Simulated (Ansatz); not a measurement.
`FCN[SiH2][SiH3]` and `CBNCF` differ in one atom or group.

Ansatz, PBE0-D4/def2-TZVP geometries, multiplicity 1. Each molecule was computed in one conformer, which needn't be the lowest.

| property | `FCN[SiH2][SiH3]` |
| --- | --- |
| HOMO energy (B3LYP/def2-TZVPP) / eV | -7.12 |
| size of the dipole moment (B3LYP/def2-TZVPP) / D | 1.75 |
| HOMO energy (ωB97M-V/def2-TZVPP) / eV | -9.45 |
| HOMO–LUMO gap (PBE0/def2-TZVPP) / eV | 7.22 |
| LUMO energy (PBE0/def2-TZVPP) / eV | -0.10 |
| size of the dipole moment (ωB97M-V/def2-TZVPP) / D | 1.72 |

Problem. Give the same properties after the change, and the shifts. (Best estimate.)

Solution. Computed: 
```csv
property,`CBNCF`,shift
HOMO energy (B3LYP/def2-TZVPP) / eV,-8.33,-1.21
size of the dipole moment (B3LYP/def2-TZVPP) / D,1.83,0.08
HOMO energy (ωB97M-V/def2-TZVPP) / eV,-10.93,-1.48
HOMO–LUMO gap (PBE0/def2-TZVPP) / eV,8.85,1.63
LUMO energy (PBE0/def2-TZVPP) / eV,0.29,0.39
size of the dipole moment (ωB97M-V/def2-TZVPP) / D,1.83,0.11
```

With PBE0 the HOMO falls by 1.24 eV and the LUMO rises by 0.39 eV, so the gap widens by about 1.63 eV. PBE moves the HOMO by -1.10 eV and ωB97M-V by -1.48 eV. Dipoles are sizes alone; their direction can turn.

B3LYP here is the variant with VWN-RPA as its local correlation; programs differ in this.
